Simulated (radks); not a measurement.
Initial-state core-level shifts of the platinum ion Pt+ when its valence configuration changes from [Xe] 4f14 5d9. Method: Dirac Kohn-Sham, PBEsol, spin-unpolarised, spherical densities, finite nucleus; open shells fill j = l - 1/2 first; Fermi nuclear charge, rms radius 5.427 fm; computed with a radial shooting solver on a logarithmic mesh with Libxc functionals. Shifts are changes of the shell-averaged eigenvalues in eV (positive: less bound); the change of the density at the nucleus, which sets a Mossbauer isomer shift, is in e/bohr^3, on a base of 1.972e+06.

valence                    2s       3s       4p       4d  density at nucleus
4f14 5d8 6s1           -3.140   -3.117   -3.101   -3.106              +158.6
4f14 5d8 6s0.5 6p0.5   -3.801   -3.784   -3.770   -3.774               +88.1
4f13 5d10             -12.669  -14.600  -12.116  -11.576              +138.2
4f14 5d8.5 6p0.5       -2.198   -2.194   -2.190   -2.191                +7.2
4f13 5d8.5 6s1 6p0.5  -18.463  -20.355  -17.835  -17.300              +319.4
4f12 5d9 6s2          -33.237  -37.144  -31.740  -30.644              +648.0
4f13.5 5d9 6s0.5       -7.855   -8.795   -7.589   -7.325              +145.9
4f14 5d8 6p1           -4.447   -4.435   -4.424   -4.427               +15.5
4f13.5 5d9 6p0.5       -8.526   -9.471   -8.269   -8.003               +75.6
